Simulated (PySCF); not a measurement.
HfOBr2, SMILES [Hf](=[O])([Br])[Br], multiplicity 1.

Geometry optimised at B3LYP-D3(BJ)/def2-SVP. The spin state was assumed, not searched. The def2 effective core potentials stand for the cores of Hf; spin–orbit coupling is left out.

Two levels are set side by side: TDA-PBE/def2-SVPD (PySCF) and TDA-ωB97X/def2-SVPD (PySCF). Vertical, same geometry. The lowest singlet is HOMO→LUMO 100 % with PBE and HOMO→LUMO 71 % with the other functional; states are paired by order. Differences are taken from unrounded values.

```json
[
 {"quantity": "lowest singlet excitation (eV)", "TDA-ωB97X": "4.15"},
 {"quantity": "lowest triplet excitation (TDA) (eV)", "TDA-ωB97X": "4.11"}
]
```

### Question
What does TDA-PBE give, and how far is it from TDA-ωB97X? (Estimate from the structure and the level; the computed values follow.)

### Answer

```tsv
quantity	TDA-PBE	TDA-PBE minus TDA-ωB97X
lowest singlet excitation (eV)	2.88	-1.26
lowest triplet excitation (TDA) (eV)	2.84	-1.27
```

Functionals without exact exchange tend to place singlet excitations lower, as here. Differences between two approximate levels are no errors against the true value.

Rough cost on one machine, each run with all the roots and properties that it gave: TDA-ωB97X against TDA-PBE about 6 times.
